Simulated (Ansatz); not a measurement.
Isolated molecules relaxed with PBE0-D4/def2-TZVP in Ansatz; ΔE leaves out vibrations. CCSD(T)/CBS adds triple-zeta CCSD(T) − MP2 to the extrapolated MP2 energy (def2 sets, frozen cores). This one scheme is used for every species. DFT in def2-TZVPP. def2 core potentials past Kr. For Y outer-core shells are correlated without core-valence functions, which leaves a few kJ/mol of doubt a bond. Each species was taken in one conformer, which may not be the lowest.

Consider the ligand exchange at a Y–O bond: `[OH][Y]([OH])[OH]` + NH₃ → `[NH2][Y]([OH])[OH]` + H₂O.

| level | ΔE (kcal/mol) | difference from CCSD(T)/CBS |
| --- | --- | --- |
| B97M-V | 18.9 | 1.1 |
| ωB97X-V | 18.9 | 1.1 |
| PBE-QIDH | 18.0 | 0.2 |
| r2SCAN | 18.4 | 0.6 |
| r2SCANh | 18.3 | 0.5 |
| RPA@PBE/def2-TZVPP | 17.1 | -0.7 |
| MP2/def2-SVP | 20.7 | 2.9 |
| HF/def2-QZVPP | 19.6 | 1.8 |
| MP2/CBS(def2) | 18.2 | 0.4 |
| CCSD/CBS(def2) | 18.0 | 0.2 |
| CCSD(T)/CBS | 17.8 | 0 |

Largest T1 diagnostic among the species: 0.014.

At CCSD(T), def2-SVP lies +2.5 kcal/mol from the extrapolated value and def2-TZVPP −0.2 kcal/mol. In def2-TZVPP, CCSD(T) changes the Hartree–Fock value by −1.8 kcal/mol (the triples alone add −0.2 kcal/mol) and MP2 by −1.4 kcal/mol. Leaving LDA and LC-ωPBE aside and taking each functional with its dispersion term where it has one, the values, not all of them listed here, spread over 2.2 kcal/mol, from revPBE-D4 to CAM-B3LYP-D4.
